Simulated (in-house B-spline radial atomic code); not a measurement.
Tc⁺. Computed with a B-spline radial atomic code. Model: non-relativistic spherical atom: semilocal Troullier-Martins pseudo-atom, one channel per l, against all electrons, high spin, G0W0 and RPA with empty states to l = 8, local potential for every l without a channel, a model core (radius 0 = none) keeps its share of the functional.

Without relativity these are model numbers for so heavy an element.

What the tables leave out is listed at the end.

The pseudopotential gives back the lowest level of each angular momentum of its own functional in the configuration it was made in; a second state of the same l is only approximately right. Exact exchange, RPA and GW see the smooth pseudo-orbitals and miss the exchange with the core, for which the functional's share stands in. The column with an uncorrelated core keeps all orbitals and exact exchange, and so separates missing core correlation from pseudisation. Only the three outermost levels and the lowest empty one were computed. RPA here is direct RPA, with no exchange kernel, and its energies carry an (l + 1/2)⁻⁴ tail. A hybrid on a potential with a model core restores only its own semilocal share of the core's exchange.

Command:
```bash
python run_psgw.py task.json out
```
Settings (lengths in bohr, energies in hartree):
```
Z                      43
electrons              42
configuration          [Kr] 4d5 5s1
generated_in           [Kr] 4d5 5s2
functional             lda,vwn
core_shells            7
radius_factor          1
core_correction        True
ion_configuration      [Kr] 4d5
```

Run time, properties included: 62 s on 1 thread of Intel(R) Xeon(R) Platinum 8259CL CPU @ 2.50GHz (Skylake/Cascade Lake) (shared host).

Given: made with LDA VWN5; model core radius 0.742 bohr; local radius 1.293 bohr; mean-field start LDA VWN5.

Valence shells of the generating configuration: 4p, 4d, 5s.

Channel: s 2.784, p 1.03, d 1.248 (radii in bohr).

Computed: largest level miss in the spin-unpolarised generating configuration 0 eV; valence RPA correlation energy all-electron orbitals -0.63277 hartree; pseudo-atom RPA polarisability 27.086 bohr³; ionisation by mean-field all-electron 15.312 eV; ionisation by mean-field pseudo minus all 0.056 eV; ionisation by RPA all-electron 15.271 eV; ionisation by RPA pseudo minus all 1.188 eV.

```json
{"level": "5s up", "occupied": "1", "mean-field all-electron (eV)": "-11.952", "mean-field pseudo minus all (eV)": "-0.034", "G0W0 all-electron (eV)": "-15.415", "G0W0 uncorrelated core minus all (eV)": "0.013", "G0W0 pseudo minus all (eV)": "-1.028", "exchange self-energy all-electron (eV)": "-12.035", "exchange self-energy pseudo (eV)": "-12.442"}
{"level": "4d up", "occupied": "1", "mean-field all-electron (eV)": "-15.825", "mean-field pseudo minus all (eV)": "0.034", "G0W0 all-electron (eV)": "-21.024", "G0W0 uncorrelated core minus all (eV)": "0.093", "G0W0 pseudo minus all (eV)": "0.258", "exchange self-energy all-electron (eV)": "-29.674", "exchange self-energy pseudo (eV)": "-25.226"}
{"level": "4d down (empty)", "occupied": "0", "mean-field all-electron (eV)": "-12.397", "mean-field pseudo minus all (eV)": "0.085", "G0W0 all-electron (eV)": "-8.0083", "G0W0 uncorrelated core minus all (eV)": "0.202", "G0W0 pseudo minus all (eV)": "0.073", "exchange self-energy all-electron (eV)": "-10.519", "exchange self-energy pseudo (eV)": "-5.9373"}
```

Q: What is the all-electron RPA polarisability, core included?

A: 27.339 bohr³.

Q: What is the valence RPA correlation energy pseudo?

A: -0.77328 hartree.

Given: mean-field start PBE0.

Computed: valence RPA correlation energy all-electron orbitals -0.59254 hartree; valence RPA correlation energy pseudo -0.7293 hartree; all-electron RPA polarisability, core included 24.718 bohr³; pseudo-atom RPA polarisability 22.289 bohr³; ionisation by RPA all-electron 15.122 eV; ionisation by RPA pseudo minus all 1.379 eV.

| level | occupied | mean-field all-electron (eV) | mean-field pseudo minus all (eV) | G0W0 all-electron (eV) | G0W0 uncorrelated core minus all (eV) | G0W0 pseudo minus all (eV) | exchange self-energy all-electron (eV) | exchange self-energy pseudo (eV) |
| --- | --- | --- | --- | --- | --- | --- | --- | --- |
| 5s up | 1 | -12.323 | -0.51 | -15.227 | 0.015 | -1.253 | -11.742 | -13.007 |
| 4d up | 1 | -17.485 | 0.291 | -21.345 | 0.102 | 0.573 | -29.916 | -25.36 |
| 4p down | ? | ? | ? | ? | ? | ? | ? | ? |
| 4d down (empty) | 0 | -9.9951 | 0.327 | -7.3069 | 0.206 | 0.526 | -10.018 | -5.6948 |

Q: What belongs in the row 4p down?

A: occupied: 1; mean-field all-electron (eV): -51.962; mean-field pseudo minus all (eV): 1.558; G0W0 all-electron (eV): -56.068; G0W0 uncorrelated core minus all (eV): -0.304; G0W0 pseudo minus all (eV): 2.483; exchange self-energy all-electron (eV): -36.939; exchange self-energy pseudo (eV): -25.003.

Q: What is the ionisation by mean-field all-electron?

A: 14.757 eV.

Q: What is the ionisation by mean-field pseudo minus all?

A: 0.606 eV.

Among the listed levels the largest G0W0 shift of the pseudo-atom is +2.48 eV, for 4p down on the PBE0 start, while leaving the core uncorrelated moves that level by -0.30 eV. So pseudisation and the lost core exchange, not the missing core correlation, make the error. Not in the tables (levels of low weight, unsolved or above zero; the highest and the empty levels are kept at any weight): on LDA the G0W0 levels 4p down (pseudo minus all +1.16 eV, weights 0.78 and 0.74); no Hartree-Fock pseudo-atom is run with a model core.
